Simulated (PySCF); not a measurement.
Species: C₅H₄ClFO (charge +1 and doublet state).
SMILES with atom numbers: `[CH2+:1][C:2]1[O:3][C:4]([Cl:5])=[CH:6][C@H:7]1[F:8]` (hydrogens: H9, H10 on C1; H11 on C6; H12 on C7)

Cartesian coordinates in Å at the GFN2-xTB level; atoms count from 1:
```
atom  x, y, z in Å
C1     1.9513   -0.7011   -0.2426
C2     0.6564   -0.3783   -0.1372
O3    -0.3390   -1.2991   -0.0261
C4    -1.5100   -0.6959    0.2270
Cl5   -2.8535   -1.6554    0.4776
C6    -1.3959    0.6748    0.2629
C7     0.0114    0.9979   -0.0939
F8     0.6437    1.9117    0.6702
H9     2.2704   -1.7304   -0.1955
H10    2.7047    0.0629   -0.3435
H11   -2.1582    1.3935    0.5035
H12    0.0199    1.4188   -1.1284
```

Method used: UKS B3LYP, pcH-1 on C Cl F H O, non-relativistic, mean-field spin-orbit, GIAO in PySCF 2.14.0. The structure is a single GFN2-xTB conformer in the gas phase; no vibrational or solvent corrections. The geometry wasn't refined by DFT: couplings that depend on bond lengths, twists or pyramidal angles can differ widely from those at the functional's own minimum, by a factor of two or more for some ions and for spin on atoms past the first row. No stability test was run, so a lower SCF solution isn't excluded.

The Mulliken spin populations are largest on C6 (+0.50), C1 (+0.29), O3 (+0.21) and H12 (+0.06). Three atoms exceed +0.15.

McConnell's relation a(H) = Q·ρ ties the coupling of a proton on a planar π carbon to the spin population of that carbon. What Q do the computed values give?

| H | C | ρ(C) | a(H) (G) | a/ρ (G) |
| --- | --- | --- | --- | --- |
| H9 | C1 | +0.285 | -6.51 | -22.8 |
| H10 | C1 | +0.285 | -6.82 | -23.9 |
| H11 | C6 | +0.499 | -12.18 | -24.4 |

A least-squares line through the origin gives Q = -24.0 G with Mulliken populations. In McConnell's picture π spin on carbon polarises the C–H bond and leaves opposite spin at the proton, which makes Q negative, as found here.

Couplings in gauss use g_iso = 2.0046.

The SMILES draws the unpaired electron on C2; the largest computed Mulliken spin population is on C6 (0.50 against 0.00).
